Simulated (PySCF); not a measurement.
Ta(O)(F)3 cation (F₃OTa), SMILES [Ta]([F])(=[O])([F])[F] (connectivity only; charge and spin as stated), charge +1, multiplicity 2.

Geometry: B3LYP-D3(BJ)/def2-SVP. The multiplicity is an assumed one; other spin states were not compared. The isomer is the one that the SMILES or the coordinates give; other isomers of the formula were not compared. The def2 effective core potentials stand for the cores of Ta; spin–orbit coupling is left out.

Method: PySCF with CAM-B3LYP/def2-TZVP.

The molecule is in vacuum.

Estimate the frontier levels, dipole moment and polarisability. (Estimate from the structure and the level; the computed values follow.)


The α spin, highest occupied and lowest empty level comes out as -19.48 and -8.09 eV. The β spin, highest occupied and lowest empty level is -18.76 and -12.00 eV and the dipole moment about the centre of nuclear charge is 0.28 D. The mean static polarisability is 33.4 bohr³ (4.94 Å³) and the polarisability, principal values is 31.9, 33.2, 35.0 bohr³. The ⟨S²⟩ is 0.755 (pure state 0.75).
